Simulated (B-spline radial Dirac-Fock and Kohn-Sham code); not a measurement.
**Elastic and transport cross sections of arsenic for positrons**

The computed values come from a radial finite-basis atomic code: relativistic (Dirac) partial waves in the static field of the Dirac-Fock atom, without polarisation or absorption potentials. Below a few hundred eV the neglected polarisation potential matters, most of all at small angles. σ_tr1 and σ_tr2 weight the cross section with 1 − P₁ and 1 − P₂ of cos θ; "backward" is the share scattered beyond 90°.

| energy (eV) | σ (a₀²) | σ_tr1 (a₀²) | σ_tr2 (a₀²) | σ/σ_tr1 | backward (%) |
| --- | --- | --- | --- | --- | --- |
| 138 | 14.8 | 2.74 | 4.95 | 5.39 | 4.7 |
| 169 | 13.7 | 2.32 | 4.22 | 5.90 | 4.2 |
| 428 | 9.08 | 1.05 | 1.96 | 8.64 | 2.8 |
| 449 | 8.87 | 1.01 | 1.88 | 8.80 | 2.8 |
| 555 | 7.99 | 0.838 | 1.57 | 9.54 | 2.5 |
| 720 | 7.01 | 0.664 | 1.25 | 10.5 | 2.2 |
| 1140 | 5.51 | 0.432 | 0.836 | 12.7 | 1.7 |
| 3720 | ? | ? | ? | ? | ? |
| 5890 | 2.12 | 0.0653 | 0.144 | 32.4 | 0.46 |
| 8170 | 1.71 | 0.0420 | 0.0947 | 40.7 | 0.34 |
| 10700 | 1.42 | 0.0288 | 0.0660 | 49.4 | 0.26 |
| 10900 | 1.40 | 0.0280 | 0.0644 | 50.1 | 0.25 |
| 13200 | 1.23 | 0.0212 | 0.0494 | 57.8 | 0.21 |
| 15500 | 1.09 | 0.0167 | 0.0393 | 65.4 | 0.18 |
| 57300 | 0.413 | 0.00211 | 0.00530 | 196 | 0.041 |
| 82900 | 0.315 | 0.00114 | 0.00293 | 276 | 0.026 |

Question: Fill in the row for 3.72 keV.

Answer: σ = 2.81 a₀², σ_tr1 = 0.117 a₀², σ_tr2 = 0.250 a₀², σ/σ_tr1 = 24.0, backward 0.69 %. The ratio σ/σ_tr1 is roughly the number of elastic collisions that randomise the direction.
